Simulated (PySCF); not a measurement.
# Ge⁺ (germanium, charge +1) across methods

[Ar] 3d10 4s1 4p1 5s1, high-spin 4P determinant (an excited configuration). Computed with PySCF 2.14 in x2c-QZVPPall with one added diffuse shell each of s, p, d, f type (12s9p6d5f1g, 113 functions), with scalar relativity by spin-free X2C-1e.

```json
{"method": "PBE", "E (hartree)": "-2097.654", "mean ε 4s α (eV)": "-25.193", "mean ε 4p α (eV)": "-15.897", "mean ε 5s α (eV)": "-6.844", "Σ⟨r²⟩ (bohr²)": "49.03", "⟨S²⟩": "3.751"}
{"method": "LDA", "E (hartree)": "-2094.646", "mean ε 4s α (eV)": "-25.505", "mean ε 4p α (eV)": "-15.956", "mean ε 5s α (eV)": "-6.899", "Σ⟨r²⟩ (bohr²)": "48.83", "⟨S²⟩": "3.751"}
{"method": "MN15", "E (hartree)": "-2099.389", "mean ε 4s α (eV)": "-27.177", "mean ε 4p α (eV)": "-17.817", "mean ε 5s α (eV)": "-7.266", "Σ⟨r²⟩ (bohr²)": "50.25", "⟨S²⟩": "3.751"}
{"method": "BHandHLYP", "E (hartree)": "-2097.912", "mean ε 4s α (eV)": "-28.019", "mean ε 4p α (eV)": "-18.148", "mean ε 5s α (eV)": "-7.403", "Σ⟨r²⟩ (bohr²)": "50.23", "⟨S²⟩": "3.750"}
{"method": "r2SCAN", "E (hartree)": "-2097.917", "mean ε 4s α (eV)": "-25.683", "mean ε 4p α (eV)": "-16.383", "mean ε 5s α (eV)": "-6.804", "Σ⟨r²⟩ (bohr²)": "49.58", "⟨S²⟩": "3.752"}
{"method": "PBE0", "E (hartree)": "-2097.684", "mean ε 4s α (eV)": "-26.660", "mean ε 4p α (eV)": "-17.135", "mean ε 5s α (eV)": "-7.247", "Σ⟨r²⟩ (bohr²)": "49.49", "⟨S²⟩": "3.751"}
{"method": "UHF", "E (hartree)": "-2096.34608", "mean ε 4s α (eV)": "-30.486", "mean ε 4p α (eV)": "-20.424", "mean ε 5s α (eV)": "-8.116", "Σ⟨r²⟩ (bohr²)": "51.62", "⟨S²⟩": "3.751"}
```

The outer electron is Rydberg-like, and this basis confines it to a smaller radius and binds it less than a complete one would.
